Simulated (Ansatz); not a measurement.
A structure relaxed at B3LYP-D4/def2-SVP in Ansatz, charge 0, doublet:

Cartesian coordinates in Å:
```
Bi -1.325 -0.656 -0.765
Te 1.407 0.225 -0.817
Te -0.082 0.431 1.582
```

Give its formula and point group.

the cluster BiTe₂ (the lowest doublet isomer of a short search). Point group C2v (tolerance 0.1 Å).

Summarise the bond lengths by kind (pairs closer than 1.2 times the sum of covalent radii, bridged metal pairs left out).

2 × Bi–Te 2.87 Å; 1 × Te–Te 2.83 Å.

In the def2 sets Bi, Te take a core potential; there is no spin–orbit coupling. The structure comes from a short search, and lower isomers may exist.
